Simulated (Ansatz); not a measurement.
Wavefunction ladder for `NC#[C][AlH][NH2]`

| atom | x (Å) | y (Å) | z (Å) |
| --- | --- | --- | --- |
| N1 | 2.2233 | -0.5621 | -1.8565 |
| C2 | 1.2956 | -0.1526 | -0.9918 |
| C3 | 0.4193 | 0.2375 | -0.2395 |
| Al4 | -0.9090 | 0.8956 | 0.9209 |
| N5 | -2.2357 | -0.1684 | 1.4002 |
| H6 | 3.0840 | -0.0384 | -1.8818 |
| H7 | 2.3477 | -1.5574 | -1.9540 |
| H8 | -0.8856 | 2.3680 | 1.4941 |
| H9 | -2.9874 | 0.0981 | 2.0145 |
| H10 | -2.3522 | -1.1203 | 1.0938 |

Total charge 0; spin multiplicity 1. All single points use the PBE0-D4/def2-TZVP geometry. It is one conformer, not always the lowest. Frozen core, restricted reference, the Gaussian-basis code of Ansatz. CBS rows extrapolate triple and quadruple zeta; past MP2 they add the triple-zeta difference.

```
     basis     HF (Eh)  MP2 corr.
  def2-SVP  -429.23771   -0.64399
def2-TZVPP  -429.54504   -0.79726
def2-QZVPP  -429.56080   -0.85314
```

Q: Estimate the CCSD correlation energy and the (T) correction in each basis where they were run (hartree).

A: 
```csv
basis,CCSD corr.,(T)
def2-SVP,-0.68099,-0.02319
def2-TZVPP,-0.82407,-0.03714
CBS(def2),-0.92135,as TZ
```
